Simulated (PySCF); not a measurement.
Working out the ionisation energy of Sb(2+)

Sb(2+) [Kr] 4d10 5s2 5p1 (2P) → Sb(3+) [Kr] 4d10 5s2 (1S). Computed with PySCF 2.14 in def2-TZVPPD with the def2 core potential (28 electrons) (7s5p4d2f, 56 functions), with a scalar-relativistic core potential. Frozen: nothing. Energies in hartree (1 hartree = 27.21139 eV):

| part | Sb(2+) (lower) | Sb(3+) (upper) |
| --- | --- | --- |
| UHF | -238.373777 | -237.486552 |
| MP2 opposite-spin | -0.203257 | -0.194847 |
| MP2 same-spin | -0.106071 | -0.099866 |

**Question.** What does Hartree-Fock give?

**Answer.** (-237.486552) − (-238.373777) = 0.887225 hartree = 24.143 eV.

**Question.** What do MP2 and SCS-MP2 (6/5 opposite-spin, 1/3 same-spin) give?

**Answer.** The opposite-spin parts differ by 0.229 eV and the same-spin parts by 0.169 eV. MP2: 24.143 + (0.229) + (0.169) = 24.541 eV. SCS-MP2: 24.143 + 1.2 × (0.229) + (0.169)/3 = 24.474 eV.

Reference: 25.323 eV (measured; NIST Atomic Spectra Database, ionization energies), between the lowest levels; spin-orbit coupling is absent from the calculation.

What remains against the reference includes basis incompleteness and correlation beyond second order.
